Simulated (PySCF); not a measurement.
# Telling isomers of C5H7ClO2 apart by NMR

No relativistic terms, no solvent, fast rotation and ring inversion assumed for equivalent nuclei, one computed conformer. Geometry: GFN2-xTB; σ from GIAO-PBE0/pcSseg-1; PySCF.

Chemical shifts δ = σref − σ; ¹H, ¹³C vs TMS, all at this level. Where no couplings were computed, multiplicities follow the n + 1 count of equivalent neighbours, and m marks all less simple cases (inequivalent or close neighbours, rings, F or P nearby). Shifts are as computed. Against solution values, carbons near 30 ppm lie about +3 ppm off and those near 130 ppm about +5 ppm; carbons on Cl a further +6 ppm (rms about the fit 2.1 ppm; single classes can miss by 10 ppm). Of 1328 compounds with measured shifts, 309 miss one by over three times the rms of a fit or turn the order of signals round; such compounds aren't used in these exercises. Signals without a measured value on file couldn't be tested in this way; 1H shifts scatter by 0.2 ppm about their fit, and single ones miss by 0.5 ppm. Carbons bonded to Cl come out too deshielded.

(1) Tabulate the signals of `C=C(Cl)C(=O)OCC`, `C=C(CCl)C(=O)OC`, `COC(=O)/C=C/CCl` and their relative energies.

(2) What is the quickest way to tell C=C(CCl)C(=O)OC from COC(=O)/C=C/CCl?

(3) What is the quickest way to tell C=C(Cl)C(=O)OCC from C=C(CCl)C(=O)OC?

(4) What is the quickest way to tell C=C(Cl)C(=O)OCC from COC(=O)/C=C/CCl?

Answers

(1) 
| SMILES | carbon types | δC | δH | E rel. (kcal/mol) |
| --- | --- | --- | --- | --- |
| C=C(Cl)C(=O)OCC | 2×C 2×CH2 1×CH3 | 168.2, 143.6, 134.0, 65.3, 15.8 | 7.01 (br s, 1H), 6.19 (br s, 1H), 4.26 (q, 2H), 1.47 (t, 3H) | 1.3 |
| C=C(CCl)C(=O)OC | 2×C 2×CH2 1×CH3 | 170.8, 146.2, 139.7, 52.2, 49.3 | 7.00 (br s, 1H), 6.17 (br s, 1H), 4.33 (s, 2H), 4.18 (s, 3H) | 2.0 |
| COC(=O)/C=C/CCl | 1×C 2×CH 1×CH2 1×CH3 | 172.8, 152.7, 131.1, 53.9, 50.4 | 7.33 (m, 1H), 6.02 (d, 1H), 4.24 (d, 2H), 3.94 (s, 3H) | 0.0 |

Energies are electronic energies at PBE0/pcSseg-1 on these geometries, without zero-point or thermal terms, each for the one conformer computed, which needn't be the lowest.

(2) Both give the same number of carbon signals, but DEPT or the intensities differ. The first has a β carbon of a C=C–C=O unit (CH2) at 139.7 ppm, the second a β carbon of a C=C–C=O unit (CH) at 152.7 ppm. Their most deshielded carbons lie at 170.8 and 172.8 ppm.

(3) Both give the same number of carbon signals, with the same numbers of each carbon type, so the positions decide. The first has a methyl carbon (CH3) at 15.8 ppm, the second a methyl carbon bonded to O (CH3) at 52.2 ppm. Their most deshielded carbons lie at 168.2 and 170.8 ppm.

(4) Both give the same number of carbon signals, but DEPT or the intensities differ. The first has a β carbon of a C=C–C=O unit (CH2) at 134.0 ppm, the second a β carbon of a C=C–C=O unit (CH) at 152.7 ppm. Their most deshielded carbons lie at 168.2 and 172.8 ppm.
